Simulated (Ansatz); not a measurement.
The input (input.yaml):

```yaml
crystal:
  periodic: [false, false, false]
  atoms:
    - { symbol: B, position_ang: [-0.191974, -0.557098, 0.211542] }
    - { symbol: Se, position_ang: [0.811249, 1.161404, 0.413942] }
    - { symbol: H, position_ang: [-1.359893, -0.60365, 0.505986] }
    - { symbol: H, position_ang: [0.380659, -1.534697, -0.200021] }
    - { symbol: H, position_ang: [0.40986, 1.460541, -0.97295] }
basis:
  gaussian: { orbitals: def2-SVP }
hamiltonian:
  xc: r2scan
  dispersion: d4
md:
  timestep: 0.5
  n_steps: 200
  ensemble: nve
  temperature: 100.0
  initial_velocities: maxwell_boltzmann
  seed: 11676
```

Command:

```bash
$ ansatz run input.yaml --threads 1 --pin off --max-ram 2048MiB --backend cpu --events-out ev --progress --plain --runs-dir out
```

Hardware: 1 thread of Arm Neoverse V1, on a shared host.

Q: Roughly how long does this run take, and how much memory?

A: 7.6 min, with a peak of 0.23 GiB, for 201 ionic steps.
